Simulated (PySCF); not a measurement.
5-(5-fluoropyrimidin-2-yl)thiophene-2-carbaldehyde (C₉H₅FN₂OS), SMILES c1(ncc(F)cn1)-c1sc(C=O)cc1.

Geometry optimised at B3LYP-D3(BJ)/def2-SVP. The values are those of a single conformer.

These are M06-2X/def2-SVP (PySCF) values and carry that method's errors.

Symmetry labels are those of the subgroup Cs that the program uses (full group Cs).

Computed valence orbital energies around the gap with their symmetry:
```tsv
orbital	symmetry	energy (eV)
HOMO−7	A'	-11.59
HOMO−6	A"	-11.11
HOMO−5	A'	-11.09
HOMO−4	A"	-10.00
HOMO−3	A'	-9.35
HOMO−2	A'	-9.16
HOMO−1	A"	-8.78
HOMO	A"	-7.99
LUMO	A"	-1.70
LUMO+1	A"	-0.87
LUMO+2	A"	0.09
LUMO+3	A"	2.00
```
